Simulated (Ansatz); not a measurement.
`C[SiH2]BS` + silanol → `C[SiH2]BO[SiH3]` + H₂S  (ligand exchange at a B–S bond)

Isolated molecules relaxed with PBE0-D4/def2-TZVP in Ansatz; ΔE leaves out vibrations. CCSD(T)/CBS is the MP2 limit (def2-TZVPP, def2-QZVPP) plus CCSD(T) − MP2 in def2-TZVPP, frozen cores. This one scheme is used for every species. DFT in def2-TZVPP. B3LYP here is the variant with VWN-RPA as its local correlation; programs differ in this. Each species was taken in one conformer, which may not be the lowest.

```json
{"level": "B3LYP-D4", "ΔE (eV)": "-0.31"}
{"level": "PBE0", "ΔE (eV)": "-0.19"}
{"level": "CCSD/def2-TZVPP", "ΔE (eV)": "-0.31"}
{"level": "MP2/CBS(def2)", "ΔE (eV)": "-0.20"}
```

(1) What does CCSD(T)/CBS give? (Estimate.)

Largest T1 diagnostic among the species: 0.014.

Answers

(1) The calculation gave: -0.25 eV. The listed levels differ from it by -0.06, 0.06, -0.06, 0.05 eV.

In def2-TZVPP, CCSD(T) changes the Hartree–Fock value by +0.17 eV (the triples alone add +0.04 eV) and MP2 by +0.23 eV.
